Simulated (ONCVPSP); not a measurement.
# Au (Z = 79): variants of one ONCV potential

Base potential:

```json
{
  "Element": "Au (Z = 79)",
  "Generator": "ONCVPSP 4.0.1",
  "Type": "optimised norm-conserving Vanderbilt (ONCV)",
  "Functional": "BLYP",
  "Relativity": "scalar-relativistic",
  "Frozen core": "[Kr] 4d10 4f14",
  "Valence charge": "19",
  "Reference configuration": "5s2 5p6 5d9 6s2",
  "Partial waves": "5s+6s: rc 1.65 bohr, ncon 4, nbas 7, qcut 7.2 1/bohr, 2 projectors; 5p: rc 1.85 bohr, ncon 4, nbas 8, qcut 7.8 1/bohr, 2 projectors, debl 2.2 Ha; 5d: rc 1.70 bohr, ncon 4, nbas 8, qcut 9.1 1/bohr, 1 projector",
  "Local potential": "polynomial inside 1.20 bohr (lpopt 5, dvloc0 -1 Ha)",
  "Core correction": "Teter function, fcfact 4.5, rcfact 1.5"
}
```

In the p channel the program set the typed energies aside and used -2.293, 0.250 Ha.

Cutoffs, loose and tight: the cutoffs (Ha) at which the residual kinetic energy of the hardest occupied pseudo-wave falls to 1 and 0.1 mHa per electron. They do not see the model core or the augmentation charge, which bear on the density cutoff. Test errors are all-electron minus pseudo excitation energies from the reference, over the configurations 5s2 5p6 5d10 6s1; 5s2 5p6 5d10 6s0; 5s2 5p6 5d9 6s0; 5s1 5p6 5d10 6s1. A dash means not determined; rows that change the core or the reference have their own tests.

```tsv
change	outcome	cutoff, loose	cutoff, tight	bound ghosts	GHOST(+) flags above zero	largest test error (meV)
base	generated, projector energies reset by the program	22 Ha	26 Ha	none	s	-645
s: qcut 4.6	generated, projector energies reset by the program	22 Ha	56 Ha	none	s	-893
s: qcut 4.9	generated, projector energies reset by the program	22 Ha	55 Ha	none	s	-887
s: qcut 6.8	generated, projector energies reset by the program	22 Ha	26 Ha	none	s	-691
s: qcut 7.6	generated, projector energies reset by the program	22 Ha	26 Ha	none	s	-601
s: qcut 8.5	generated, projector energies reset by the program	23 Ha	28 Ha	none	s	-514
s: qcut 10.9	generated, projector energies reset by the program	31 Ha	37 Ha	none	s	-318
```

(1) What comes out with this change to the base: s: qcut 9?

(2) What comes out with this change to the base: s: qcut 9.8?

(3) What comes out with this change to the base: s: qcut 6?

## Answers

(1) outcome: generated, projector energies reset by the program; cutoff, loose: 25 Ha; cutoff, tight: 30 Ha; bound ghosts: none; GHOST(+) flags above zero: s; largest test error (meV): -463.

(2) outcome: generated, projector energies reset by the program; cutoff, loose: 30 Ha; cutoff, tight: 35 Ha; bound ghosts: none; GHOST(+) flags above zero: s; largest test error (meV): -346.

(3) outcome: generated, projector energies reset by the program; cutoff, loose: 22 Ha; cutoff, tight: 39 Ha; bound ghosts: none; GHOST(+) flags above zero: s; largest test error (meV): -786.

Reading the sweep of the qcut of the s channel (base included, trends over the rows without a ghost): The loose cutoff rises from 22 Ha at 4.6 to 31 Ha at 10.9 1/bohr. The waves are optimised to have the least kinetic energy above qcut, so the cutoff follows it (qcut²/2 in Ha). The median size of the test errors (rows with all tests solved) falls from 29.3 meV at 4.6 to 16.4 meV at 10.9 1/bohr.
